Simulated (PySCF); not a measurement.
Isomers of C7H11O2P, one GFN2-xTB conformer each. Single-point energies are computed at PBE0/pcSseg-1 (PySCF, gas phase, no added dispersion term), electronic only.

| SMILES | GFN2-xTB relative energy (kJ/mol) |
| --- | --- |
| C#CCP(CC)C(=O)OC | 225.8 |
| CO[C@H]1C=C[P@@](C)(=O)C=C1 | 65.6 |
| OCCCPc1ccco1 | 117.2 |
| C=C[C@@H]1C[P@]1(=O)CC(C)=O | 138.9 |
| COCP(C)c1ccoc1 | 126.2 |
| COC1=C[P@@](C)(=O)C=C1C | 0.0 |
| CC#CP1(=O)CCOCC1 | 56.2 |

Conformers: `[CH:1]#[C:2][CH2:3][P:4]([CH2:5][CH3:6])[C:7](=[O:8])[O:9][CH3:10]` with C2–C3–P4–C5 -52°, C3–P4–C5–C6 -45°, C3–P4–C7–O8 -17°, P4–C7–O9–C10 177°; `[CH3:1][O:2][C@H:3]1[CH:4]=[CH:5][P@@:6]([CH3:7])(=[O:8])[CH:9]=[CH:10]1` with C1–O2–C3–C4 79°, O2–C3–C4–C5 164°, C4–C5–P6–C7 85°, C5–P6–C9–C10 26°, O2–C3–C10–C9 -166°; `[OH:1][CH2:2][CH2:3][CH2:4][PH:5][c:6]1[cH:7][cH:8][cH:9][o:10]1` with H–O1–C2–C3 58°, O1–C2–C3–C4 176°, C2–C3–C4–P5 174°, C3–C4–P5–C6 165°, C4–P5–C6–C7 49°; `[CH2:1]=[CH:2][C@@H:3]1[CH2:4][P@:5]1(=[O:6])[CH2:7][C:8]([CH3:9])=[O:10]` with C1–C2–C3–C4 13°, C4–P5–C7–C8 85°, P5–C7–C8–C9 161°; `[CH3:1][O:2][CH2:3][P:4]([CH3:5])[c:6]1[cH:7][cH:8][o:9][cH:10]1` with C1–O2–C3–P4 -177°, O2–C3–P4–C5 -53°, C3–P4–C6–C7 -105°; `[CH3:1][O:2][C:3]1=[CH:4][P@@:5]([CH3:6])(=[O:7])[CH:8]=[C:9]1[CH3:10]` with C1–O2–C3–C4 -2°; `[CH3:1][C:2]#[C:3][P:4]1(=[O:5])[CH2:6][CH2:7][O:8][CH2:9][CH2:10]1` with C3–P4–C6–C7 -63°, P4–C6–C7–O8 -58°, C6–C7–O8–C9 70°, C7–O8–C9–C10 -70°.

Task: What does PBE0/pcSseg-1 give for the same structures?

Result: 
```json
{"SMILES": "COC1=C[P@@](C)(=O)C=C1C", "PBE0/pcSseg-1 E (Eh)": "-764.47506", "PBE0/pcSseg-1 (kJ/mol)": "0.0", "GFN2-xTB (kJ/mol)": "0.0", "point group": "C1"}
{"SMILES": "CO[C@H]1C=C[P@@](C)(=O)C=C1", "PBE0/pcSseg-1 E (Eh)": "-764.45103", "PBE0/pcSseg-1 (kJ/mol)": "63.1", "GFN2-xTB (kJ/mol)": "65.6", "point group": "C1"}
{"SMILES": "OCCCPc1ccco1", "PBE0/pcSseg-1 E (Eh)": "-764.44623", "PBE0/pcSseg-1 (kJ/mol)": "75.7", "GFN2-xTB (kJ/mol)": "117.2", "point group": "C1"}
{"SMILES": "CC#CP1(=O)CCOCC1", "PBE0/pcSseg-1 E (Eh)": "-764.44593", "PBE0/pcSseg-1 (kJ/mol)": "76.5", "GFN2-xTB (kJ/mol)": "56.2", "point group": "near Cs"}
{"SMILES": "C=C[C@@H]1C[P@]1(=O)CC(C)=O", "PBE0/pcSseg-1 E (Eh)": "-764.43849", "PBE0/pcSseg-1 (kJ/mol)": "96.0", "GFN2-xTB (kJ/mol)": "138.9", "point group": "C1"}
{"SMILES": "COCP(C)c1ccoc1", "PBE0/pcSseg-1 E (Eh)": "-764.43849", "PBE0/pcSseg-1 (kJ/mol)": "96.0", "GFN2-xTB (kJ/mol)": "126.2", "point group": "C1"}
{"SMILES": "C#CCP(CC)C(=O)OC", "PBE0/pcSseg-1 E (Eh)": "-764.42104", "PBE0/pcSseg-1 (kJ/mol)": "141.8", "GFN2-xTB (kJ/mol)": "225.8", "point group": "C1"}
```

Both levels put the same isomer lowest; measured from each level's own lowest isomer, the values differ by up to 84.0 kJ/mol (C#CCP(CC)C(=O)OC: 225.8 against 141.8). As drawn, the lowest has a P=O bond and a C=C bond outside aromatic rings, which the highest lacks; the highest has a C=O bond, a C≡C bond and a C(=O)–O unit, which the lowest lacks. Neighbours under 10 kJ/mol apart (OCCCPc1ccco1 and CC#CP1(=O)CCOCC1; C=C[C@@H]1C[P@]1(=O)CC(C)=O and COCP(C)c1ccoc1) can change places with a better method, another conformer or zero-point energy.

Task: Which frontier levels, dipoles and rotational constants go with these structures?

Result: 
```json
{"SMILES": "COC1=C[P@@](C)(=O)C=C1C", "HOMO (eV, PBE0/pcSseg-1)": "-6.64", "LUMO (eV)": "-1.50", "dipole (D)": "5.01", "A, B, C (MHz)": "1816, 838.5, 675.5"}
{"SMILES": "CO[C@H]1C=C[P@@](C)(=O)C=C1", "HOMO (eV, PBE0/pcSseg-1)": "-7.59", "LUMO (eV)": "-1.10", "dipole (D)": "5.27", "A, B, C (MHz)": "2646, 678.3, 650.4"}
{"SMILES": "OCCCPc1ccco1", "HOMO (eV, PBE0/pcSseg-1)": "-6.21", "LUMO (eV)": "0.00", "dipole (D)": "1.29", "A, B, C (MHz)": "3712, 402.4, 379.8"}
{"SMILES": "CC#CP1(=O)CCOCC1", "HOMO (eV, PBE0/pcSseg-1)": "-7.47", "LUMO (eV)": "-0.07", "dipole (D)": "4.72", "A, B, C (MHz)": "1486, 864.0, 715.2"}
{"SMILES": "C=C[C@@H]1C[P@]1(=O)CC(C)=O", "HOMO (eV, PBE0/pcSseg-1)": "-6.59", "LUMO (eV)": "-0.96", "dipole (D)": "4.83", "A, B, C (MHz)": "1759, 846.8, 684.0"}
{"SMILES": "COCP(C)c1ccoc1", "HOMO (eV, PBE0/pcSseg-1)": "-6.21", "LUMO (eV)": "0.24", "dipole (D)": "1.88", "A, B, C (MHz)": "1582, 859.1, 709.8"}
{"SMILES": "C#CCP(CC)C(=O)OC", "HOMO (eV, PBE0/pcSseg-1)": "-6.95", "LUMO (eV)": "-0.32", "dipole (D)": "2.33", "A, B, C (MHz)": "2257, 691.8, 623.8"}
```
